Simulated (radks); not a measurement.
The numbers below are computed, except where a source is named.
Ionisation of the silicon ion Si2+, [Ne] 3s2, to Si3+, [Ne] 3s1, under several functionals. Scalar-relativistic Kohn-Sham, spin-polarised, spherical densities, finite nucleus; open shells are filled with parallel spins first; a radial shooting solver on a logarithmic mesh with Libxc functionals.

| functional | E(Si2+) (hartree) | Exc (hartree) | IE (eV) | -e(HOMO) (eV) | <r> HOMO (bohr) | IE error (eV) |
|---|---|---|---|---|---|---|
| AM05 | -288.06611 | -19.21036 | 33.204 | 28.443 | 1.953 | -0.289 |
| OLYP | -289.12612 | -20.32291 | 33.275 | 28.306 | 1.964 | -0.218 |
| PBEsol | -288.42832 | -19.58563 | 33.287 | 28.490 | 1.952 | -0.206 |
| revPBE | -289.05738 | -20.23690 | 33.343 | 28.485 | 1.955 | -0.150 |
| exchange-only LDA | -286.97440 | -18.09197 | 31.979 | 27.374 | 1.962 | -1.514 |
| r2SCAN | -289.07667 | -20.26258 | 32.935 | 28.718 | 1.964 | -0.558 |
| LDA (Slater exchange, VWN5 correlation) | -287.94660 | -19.08529 | 33.593 | 28.661 | 1.946 | +0.100 |
| exchange-only PBE | -288.53216 | -19.69726 | 32.568 | 27.663 | 1.962 | -0.925 |
| TASK exchange with Perdew-Wang LDA correlation | -289.00298 | -20.18239 | 32.036 | 28.811 | 1.995 | -1.457 |
| exchange-only r2SCAN | -288.63631 | -19.81482 | 31.866 | 27.936 | 1.978 | -1.627 |

NIST Atomic Spectra Database: 33.493 eV (measured). Closest: LDA (Slater exchange, VWN5 correlation). The Delta-SCF values span 1.73 eV, the total energies 2.15 hartree. The highest occupied level is 3s.
